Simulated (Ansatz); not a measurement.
The lowest singlet and triplet of CH2S (SMILES C=S); geometries from B3LYP-D3(BJ)/def2-TZVP, each state relaxed from the structure named, with no frequency check.
Singlet at the triplet's geometry (charge 0, multiplicity 1):
```xyz
4

C     -1.0231     0.1733     0.2882
S      0.5784    -0.0925    -0.1546
H     -1.5685     1.0056    -0.1374
H     -1.5475    -0.5646     0.8815
```

A positive gap puts the triplet lower; no zero-point energy. R- takes a restricted singlet. The triplet is unrestricted in single-reference levels. Active spaces average the two states.

Cores are frozen in the correlated methods.

Run with Ansatz (a quantum-chemistry and plane-wave program) with Gaussian orbitals. Values without a source in brackets are computed.

R-PBE/def2-TZVPP gives -36.03 kcal/mol for the gap E(singlet) − E(triplet), vertical, at the triplet's geometry.

Task: Where do these levels fall relative to PBE: R-r2SCAN/def2-TZVPP, R-PBE0/def2-TZVPP, R-wB97M-V/def2-TZVPP, R-B2PLYP/def2-TZVPP, R-MP2/cc-pV(Q+d)Z, R-CCSD(T)/cc-pV(Q+d)Z, SC-NEVPT2 on SA-CASSCF(4,3)/cc-pV(Q+d)Z, FIC-MRCISD+Q on SA-CASSCF(4,3)/cc-pV(Q+d)Z.

Result: R-r2SCAN/def2-TZVPP 5.36; R-PBE0/def2-TZVPP 3.56; R-wB97M-V/def2-TZVPP -1.58; R-B2PLYP/def2-TZVPP -1.55; R-MP2/cc-pV(Q+d)Z -7.60; R-CCSD(T)/cc-pV(Q+d)Z -4.59; SC-NEVPT2 on SA-CASSCF(4,3)/cc-pV(Q+d)Z -5.57; FIC-MRCISD+Q on SA-CASSCF(4,3)/cc-pV(Q+d)Z -6.25 kcal/mol. 2 of 8 lie above PBE; the widest gap is to R-MP2/cc-pV(Q+d)Z.

Doubts at one or more of the structures used: a restricted determinant that unrestricted orbitals would lower (R-MP2/cc-pV(Q+d)Z, R-CCSD(T)/cc-pV(Q+d)Z).
